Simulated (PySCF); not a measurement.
Two species compared at the same levels of theory.

First species: C5H5F3O2.
SMILES: `COC(=O)/C=C/C(F)(F)F`

Second species: C₄H₁₂N₂OSi₂.
SMILES: `CC(=O)/C=N/[SiH2]N(C)[SiH3]`

Levels: PBE0/pcSseg-1 for dipole moment, HOMO energy, LUMO energy and HOMO–LUMO gap; GFN2-xTB for rotational constant A and rotational constant C. Geometries: GFN2-xTB. Each species is one conformer at its optimised geometry, gas phase, non-relativistic unless stated. Electronic properties by PySCF.

The conformers computed, where there is a choice (atom-mapped SMILES and torsion angles):
- `[CH3:1][O:2][C:3](=[O:4])/[CH:5]=[CH:6]/[C:7]([F:8])([F:9])[F:10]`: C1–O2–C3–O4 0°, O2–C3–C5–C6 180°, C5–C6–C7–F8 -121°
- `[CH3:1][C:2](=[O:3])/[CH:4]=[N:5]/[SiH2:6][N:7]([CH3:8])[SiH3:9]`: C1–C2–C4–N5 -18°, C4–N5–Si6–N7 122°, N5–Si6–N7–C8 36°

Which of the two has the higher rotational constant A, and by how much?

The first: 3.625 GHz against 2.881 GHz, a difference of 0.744 GHz.

Which of the two has the higher LUMO energy, and by how much?

The first: -2.11 eV against -2.30 eV, a difference of 0.19 eV.

Which of the two has the higher HOMO energy, and by how much?

The second: -6.94 eV against -8.62 eV, a difference of 1.68 eV.

Which has the higher dipole moment?

The first: 3.04 D against 2.10 D, a difference of 0.94 D.

Which has the higher rotational constant C?

The first: 0.505 GHz against 0.431 GHz, a difference of 0.074 GHz.

Which of the two has the higher HOMO–LUMO gap, and by how much?

The first: 6.51 eV against 4.64 eV, a difference of 1.87 eV.

On the first: The dipole matches unit charges of opposite sign 0.63 Å apart (1 e·Å = 4.8032 D). A dipole of 3.04 D is allowed in Cs, and pure rotational transitions are dipole-allowed.

On the second: The dipole equals about 7.0 × 10⁻³⁰ C·m (1 D = 3.33564 × 10⁻³⁰ C·m). A dipole of 2.10 D is allowed in C1, and pure rotational transitions are dipole-allowed.
